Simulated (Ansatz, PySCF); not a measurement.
Molecule: silicon dioxide molecule, SiO$_{2}$ (charge 0, singlet). SMILES: [Si](=O)=O
Geometry: optimised at B3LYP-D3(BJ)/def2-TZVP (Ansatz, a program for electronic structure).

Property: atomisation energy, in kcal/mol. Terms: open shells spin-unrestricted; no dispersion term unless named; non-relativistic; 6-311+G** with 5d, 6d on Na to Ar in Ansatz; spin-orbit terms left out; atomisation electronic, to ground-state atoms; LANL2DZ with its own core potentials from Na on; six Cartesian d functions in 6-31G* and its kin unless marked 5d; valence correlation only. CBS marks a two-point X^-3 extrapolation of the correlation energy; Hartree-Fock from the larger set. Ab initio and DFT rows: single points at B3LYP-D3(BJ) geometries (Ansatz).

Coupled cluster (Ansatz) is a level with limits of its own, used here on species with T1 under 0.025 (0.045 for open shells) and stable references: CCSD(T)/CBS(aug-cc-pV(T+d)Z,aug-cc-pV(Q+d)Z).

Value to compare with, CCSD(T)/CBS(aug-cc-pV(T+d)Z,aug-cc-pV(Q+d)Z) (Ansatz): 297.5 kcal/mol.

| level | program | atomisation energy (kcal/mol) | difference |
|---|---|---|---|
| HF/STO-3G | Ansatz | 39.2 | -258.3 |
| HF/6-31G* | Ansatz | 136.2 | -161.3 |
| PBE/STO-3G | Ansatz | 275.4 | -22.1 |
| PBE/LANL2DZ | Ansatz | 241.0 | -56.5 |
| PBE/6-31G* | Ansatz | 295.3 | -2.2 |
| BLYP/6-31G* | Ansatz | 288.8 | -8.7 |
| B3LYP/6-31G* | Ansatz | 272.9 | -24.6 |
| M06-2X/6-31G* (5d) | PySCF | 275.7 | -21.8 |
| MP2/3-21G | Ansatz | 191.6 | -105.9 |
| MP2/6-311+G** | Ansatz | 284.3 | -13.2 |
| B3LYP-D3(BJ)/def2-TZVPD | Ansatz + dftd3 | 290.4 | -7.1 |
| PBE0/def2-TZVPD | Ansatz | 284.2 | -13.3 |
| M06-2X/def2-TZVPD | PySCF | 292.7 | -4.8 |

Among the 10 habitual levels, HF/STO-3G lies farthest from CCSD(T)/CBS(aug-cc-pV(T+d)Z,aug-cc-pV(Q+d)Z) (Ansatz) (-258.3 kcal/mol) and PBE/6-31G* nearest (-2.2); 0 of 10 lie above it, and their mean absolute difference is 67.5 kcal/mol, the median 23.4. One case shows no general order.

The levels are drawn from those run, B3LYP/6-31G* more often than the rest, none by its result; left out are runs that failed, that the program found above a lower state of the same kind, or whose <S^2> lies over 0.5 above the pure value.
